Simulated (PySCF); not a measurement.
HKO, SMILES [OH][K]. Geometry: PBE0-D3(BJ)/def2-TZVPD. The isomer is the one that the SMILES or the coordinates give; other isomers of the formula were not compared.

Computed with PBE0-D3(BJ)/def2-TZVPD run with PySCF.

Harmonic wavenumbers (cm⁻¹): 346, 346, 444, 3951. Rotational constants (GHz): 8.101 (linear); symmetry number 1.

Task: Work out the zero-point energy and the ideal-gas rigid-rotor harmonic-oscillator thermochemistry at 298.15 K and 1 atm.

Result: ZPE = ½ Σ hcν = ½ × 5087 cm⁻¹ = 7.27 kcal/mol. H − E(el) = 9.97 kcal/mol. Entropy in cal/(mol K): translation 38.00, rotation 15.19, vibration 3.18, total 56.37. G − E(el) = -6.83 kcal/mol. Cp = 11.50 cal/(mol K).
